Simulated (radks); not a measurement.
Charge is removed step by step from the 3s level of Ca+, starting from [Ar] 4s1. Calculated with a radial shooting solver on a logarithmic mesh with Libxc functionals: scalar-relativistic Kohn-Sham, r2SCAN, spin-unpolarised, spherical densities, finite nucleus; meta-GGA in the generalised Kohn-Sham scheme; Fermi nuclear charge, rms radius 3.4776 fm. At the starting occupation the eigenvalue is -55.800 eV. Estimate the energy to remove one whole electron from this level, the eigenvalue at the end, and how far E(n) bends from a straight line.

Answer. Delta-SCF 63.793 eV; final eigenvalue -72.015 eV; the deviation from the straight line is -2.028 eV at 0.5 electron removed, the largest on the grid computed. Slater's transition state (half an electron removed) gives 63.747 eV. Integrating minus the eigenvalue over the occupation (Janak's theorem) gives 63.800 eV. In this scalar-relativistic scheme the density is built from large components alone, so the theorem holds only approximately. The mean slope of the eigenvalue, de/dn, is 16.2 eV per electron.
